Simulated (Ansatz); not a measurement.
Na2H2S2⁺, that is (NaSH)2 ring with one electron fewer. Total charge 1; doublet. Geometry PBE0-D4/def2-SVP, that of the neutral singlet; atoms count from 1.

```xyz
6

Na   -0.2366   -1.3603   -0.8138
S     2.0716   -0.1088   -0.4217
Na    0.2372    1.3619    0.8112
S    -2.0704    0.1084    0.4222
H     2.4988   -0.8207    0.6461
H    -2.5006    0.8195   -0.6439
```

Problem. Estimate the Mulliken populations from the PBE0/def2-TZVP orbitals of Ansatz.

Solution. 
```tsv
atom	charge (e)	spin (α − β)
Na1	0.65	-0.03
S2	-0.37	0.54
Na3	0.65	-0.03
S4	-0.37	0.54
H5	0.21	-0.01
H6	0.21	-0.01
```
Mulliken values and Mayer orders depend strongly on the basis.

Problem. Where does the spin sit?

Solution. Summed by element: Na -0.06, S 1.09, H -0.03, of 1 unpaired in all. Largest on single atoms: S2 0.54, S4 0.54, Na3 -0.03.

Problem. And the Mayer bond orders between bonded heavy atoms (over 0.3)?

Solution. Na1–S2 0.31 (2.65 Å); Na1–S4 0.31 (2.65 Å); S2–Na3 0.31 (2.65 Å); Na3–S4 0.31 (2.65 Å). Values over 0.3 also appear between atoms too far apart for a bond (S2–S4 0.35 at 4.23 Å); they arise where an orbital or an unpaired electron spreads over both atoms.
